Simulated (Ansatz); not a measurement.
Species: CH2BI2, charge -1, multiplicity 1. It need not be the lowest isomer of its formula. Whether it binds its extra electron was not tested at this geometry. SMILES: B([CH2-])(I)I
Geometry from a B3LYP-D3(BJ)/def2-TZVP (Ansatz, a quantum-chemistry and plane-wave program) optimisation:
```
B
C 1 1.4182
H 2 1.0858 1 122.51
H 2 1.0858 3 114.98 1 180.00
I 1 2.2364 2 123.15 3 180.00
I 1 2.2364 2 123.15 3 0.00
```
Charge -1, spin multiplicity 1.

Parts of the frozen-core correlation energy in def2-TZVPP (Ansatz, hartree). Frozen orbitals: 20; correlated occupied orbitals by spin: 12 and 12; virtual: 158 and 158. Spin-orbit coupling is left out. Past Kr the def2 sets carry scalar-relativistic core potentials.

```json
[
 {"term": "reference (HF)", "value": "-657.14192"},
 {"term": "MP2 opposite-spin", "value": "-0.42384"},
 {"term": "MP2 same-spin", "value": "-0.13859"},
 {"term": "CCSD correlation", "value": "-0.59823"},
 {"term": "(T)", "value": "-0.02963"},
 {"term": "T1 diagnostic", "value": "0.011"},
 {"term": "largest doubles amplitude", "value": "0.072"}
]
```
